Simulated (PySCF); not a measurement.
C4H8O3S (charge +1 and doublet state).
Numbering: `[CH2+:1][CH:2][CH2:3][S:4](=[O:5])(=[O:6])[O:7][CH3:8]` (hydrogens: H9, H10 on C1; H11 on C2; H12, H13 on C3; H14, H15, H16 on C8)

Cartesian coordinates in Å at the GFN2-xTB level; atoms count from 1:
```xyz
16
C4H8O3S angstrom
C     -2.8595    0.3869    0.4160
C     -1.8841   -0.4799    0.0543
C     -0.6296   -0.0598   -0.5118
S      0.4399    0.3137    1.0727
O      0.5486   -0.9344    1.7294
O     -0.2025    1.4338    1.6357
O      1.7621    0.7398    0.3650
C      2.8114   -0.1919    0.1504
H     -2.7034    1.4562    0.4030
H     -3.8323    0.0394    0.7311
H     -2.0245   -1.5429    0.2185
H     -0.0658   -0.8286   -1.0301
H     -0.6328    0.9041   -1.0129
H      2.6290   -1.1044    0.7201
H      2.8997   -0.3991   -0.9176
H      3.7361    0.2761    0.4998
```

The hyperfine couplings belong to this conformer and change with its torsions.

Method: UKS B3LYP, pcH-1 on C H O S, non-relativistic, mean-field spin-orbit, GIAO in PySCF. Isolated species at its GFN2-xTB geometry (one conformer only). The geometry wasn't refined by DFT: couplings that depend on bond lengths, twists or pyramidal angles can differ widely from those at the functional's own minimum, by a factor of two or more for some ions and for spin on atoms past the first row. Stability of the SCF solution: not tested.

Question: Give the principal g shifts and their parts.

Answer: 
```tsv
Δg (ppm)	1	2	3
relativistic mass correction	-194	-194	-194
gauge correction	-1	45	36
orbital Zeeman/spin–orbit	784	2807	4706
total	589	2659	4548
```

So g = 2.00291, 2.00498, 2.00687 and g_iso = 2.00492; the tensor is rhombic: the two nearest values differ by 48 % of g3 − g1. Axes: g3 points within 14° of the C1–C2 bond.

Question: At 9.304 GHz, how far is the centre of the isotropic spectrum from where a free electron (g = 2.002319) resonates?

Answer: B = hν/(g μB) with μB/h = 13.99624 MHz/mT gives 331.99 mT for the free electron and 331.56 mT at g_iso, 0.43 mT lower.

Question: What are the electron Larmor frequencies g μB B/h along the three axes at 330 mT?

Answer: 9.2510, 9.2605, 9.2692 GHz for g1, g2 and g3, a range of 18.3 MHz.

Question: In a frozen sample, at which fields do the three g values resonate at 9.5, 34, 94 and 263 GHz (hyperfine left aside), and which band first spreads them over more than twice a line width of 0.5 mT?

Answer: 
```csv
band,GHz,B(g3) mT,B(g2) mT,B(g1) mT,spread mT
X,9.5,338.22,338.53,338.88,0.67
Q,34.0,1210.45,1211.60,1212.85,2.39
W,94.0,3346.55,3349.71,3353.17,6.62
J,263.0,9363.23,9372.05,9381.73,18.51
```

The spread grows in proportion to the frequency. Q band is the first where it exceeds 1.0 mT.

The largest Mulliken spin populations are on C1 (+0.48), C2 (+0.15), C3 (+0.09) and O7 (+0.08).

The HOMO–LUMO gaps are 6.13 eV among the α and 2.87 eV among the β orbitals.

The SMILES draws the unpaired electron on C2; the largest computed Mulliken spin population is on C1 (0.48 against 0.15).
